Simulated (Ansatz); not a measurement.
```xyz
6

B     0.109   -0.018   -0.885
C    -0.095    0.231    0.605
Se    0.158   -1.679   -0.002
H     0.196    0.451   -1.967
H     0.714    0.591    1.234
H    -1.082    0.423    1.016
```

Charge 0, multiplicity 1.

Q: List the PBE/def2-TZVPP orbital energies in eV (the Gaussian-basis code of Ansatz). (Estimate.)

A: Ansatz gave: Occupied: -12302.34, -1562.32, -1403.10, -1403.05, -1403.04, -269.72, -205.30, -177.83, -150.65, -150.48, -150.44, -53.72, -53.69, -53.65, -53.52, -53.52, -19.52, -15.33, -11.72, -10.90, -10.20, -7.28, -7.15, -6.16. Lowest empty: -2.31, -1.33, 0.65, 0.80, 1.70, 1.77, 2.59, 3.21.
